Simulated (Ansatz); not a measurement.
C$_{4}$H$_{4}$N (SMILES [c]1cc[nH]c1), doublet (typed; the unrestricted solution is spin-contaminated), geometry from GFN2-xTB; MP2/6-311G** in Ansatz (a first-principles code).

Here is a job for Ansatz.
Ansatz 0.2 input:
```yaml
crystal:
  periodic: [false, false, false]
  atoms:
    - {symbol: H, position_ang: [-0.02216819, 0.02578181, 2.07218703]}
    - {symbol: N, position_ang: [-0.01100368, 0.03722541, 1.06501021]}
    - {symbol: C, position_ang: [0.01577759, 1.15962534, 0.28207507]}
    - {symbol: C, position_ang: [-0.02026850, -1.06664492, 0.26860244]}
    - {symbol: C, position_ang: [0.02280243, 0.72853871, -1.00533804]}
    - {symbol: C, position_ang: [0.00054728, -0.66735377, -1.04553609]}
    - {symbol: H, position_ang: [0.02721740, 2.14433730, 0.70122733]}
    - {symbol: H, position_ang: [-0.04086179, -2.05616890, 0.68202308]}
    - {symbol: H, position_ang: [-0.00031443, -1.29952021, -1.90932923]}
basis:
  gaussian:
    orbitals: 6-311G__.json
magnetization: {spin_polarized: true, initial_magnetization: 1}
correlation: {method: mp2, electrons: outside_noble_gas}
accuracy: high
```
The basis file holds 6-311G** in the JSON format of the Basis Set Exchange.

Output, abridged:

```
Functional definition: HF
2322 factors; integrals over basis functions are off by at most 3.6e-9 eV
mean field evaluation 1: about -5662.2124 eV, gradient 2.2e1 eV
mean field evaluation 2: about -5662.2266 eV, gradient 2.2e1 eV
mean field evaluation 4: about -5665.3104 eV, gradient 3.2e0 eV
mean field evaluation 8: about -5665.4404 eV, gradient 4.4e-1 eV
mean field evaluation 16: about -5665.4885 eV, gradient 2.2e-6 eV
mean field evaluation 32: about -5663.8727 eV, gradient 1.1e-4 eV
mean field -5665.48852021 eV, -208.2028629118 hartree, gradient 3.2e-8 eV, S^2 0.942798; 4 other end points of the search recorded, 0 dependent functions left out
5 core orbitals not correlated
reference -5665.48852021 eV, -208.2028629118 hartree; 13, 12 occupied and 96, 97 virtual orbitals, 2322 factors
second order -18.61802426 eV of doubles, -0.00000000 eV of singles
Total energy: -5684.10654448 eV, -208.8870626837 hartree
```
